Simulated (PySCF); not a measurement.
## Telling isomers of C6H5NO3 apart by NMR

- shieldings: GIAO PBE0/pcSseg-1
- structure optimised with GFN2-xTB
- code: PySCF 2.14
- no relativistic terms, fast rotation and ring inversion assumed for equivalent nuclei, gas phase, single conformer

Scale: TMS for 1H (σref 31.72) and 13C (σref 186.93) (reference shieldings calculated alike). Where no couplings were computed, multiplicities follow the n + 1 count of equivalent neighbours, and m marks all less simple cases (inequivalent or close neighbours, rings, F or P nearby). Shifts are as computed. Against solution values, carbons near 30 ppm lie about +3 ppm off and those near 130 ppm about +5 ppm. Of 1211 compounds with measured shifts, 218 miss one by over three times the rms of a fit or turn the order of signals round; such compounds aren't used in these exercises. OH and NH positions are gas-phase values without hydrogen bonding to other molecules.

(1) Tabulate the signals of `O=COc1cc(O)ccn1`, `O=COc1ccc[n+]([O-])c1`, `O=COc1cc[n+]([O-])cc1`, `CO[C@H]1C(=O)OC=C1C#N` and their relative energies.

(2) What is the quickest way to tell O=COc1ccc[n+]([O-])c1 from O=COc1cc[n+]([O-])cc1?

(3) What is the quickest way to tell O=COc1cc[n+]([O-])cc1 from CO[C@H]1C(=O)OC=C1C#N?

(4) What is the quickest way to tell O=COc1cc(O)ccn1 from CO[C@H]1C(=O)OC=C1C#N?

## Answers

(1) 
```json
{"SMILES": "O=COc1cc(O)ccn1", "carbon types": "2×C 4×CH", "δC": "171.7, 165.5, 164.0, 155.2, 114.0, 106.2", "δH": "8.59 (d, 1H), 8.43 (s, 1H), 7.78 (s, 1H), 6.90 (d, 1H), 4.96 (br s, 1H)", "E rel. (kcal/mol)": "0.0"}
{"SMILES": "O=COc1ccc[n+]([O-])c1", "carbon types": "1×C 5×CH", "δC": "162.9, 159.2, 142.4, 136.5, 132.6, 117.5", "δH": "8.62 (d, 1H), 8.31 (s, 1H), 8.22 (s, 1H), 8.17 (d, 1H), 7.39 (m, 1H)", "E rel. (kcal/mol)": "44.1"}
{"SMILES": "O=COc1cc[n+]([O-])cc1", "carbon types": "1×C 5×CH", "δC": "164.8, 150.1, 145.0, 128.7", "δH": "8.32 (d, 2H), 8.18 (s, 1H), 7.12 (d, 2H)", "E rel. (kcal/mol)": "44.4"}
{"SMILES": "CO[C@H]1C(=O)OC=C1C#N", "carbon types": "3×C 2×CH 1×CH3", "δC": "177.8, 164.9, 116.4, 103.6, 79.6, 58.9", "δH": "7.49 (s, 1H), 4.32 (s, 1H), 4.00 (s, 3H)", "E rel. (kcal/mol)": "36.9"}
```

Energies are electronic energies at PBE0/pcSseg-1 on these geometries, without zero-point or thermal terms, each for the one conformer computed, which needn't be the lowest.

(2) Count the carbon signals: 6 against 4. The first has an aromatic CH at 117.5 ppm, the second an aromatic carbon bearing oxygen (C) at 150.1 ppm. Their most deshielded carbons lie at 162.9 and 164.8 ppm.

(3) Count the carbon signals: 4 against 6. The first has an aromatic CH at 128.7 ppm, the second a methyl carbon bonded to O (CH3) at 58.9 ppm. Their most deshielded carbons lie at 164.8 and 177.8 ppm. In the proton spectra the most deshielded non-exchanging signals are 8.32 (d, 2H) and 7.49 (s, 1H).

(4) Both give the same number of carbon signals, but DEPT or the intensities differ. The first has an aromatic CH at 114.0 ppm, the second a β carbon of an enol-ether or enamine type C=C (C) at 103.6 ppm. Their most deshielded carbons lie at 171.7 and 177.8 ppm. In the proton spectra the most deshielded non-exchanging signals are 8.59 (d, 1H) and 7.49 (s, 1H).
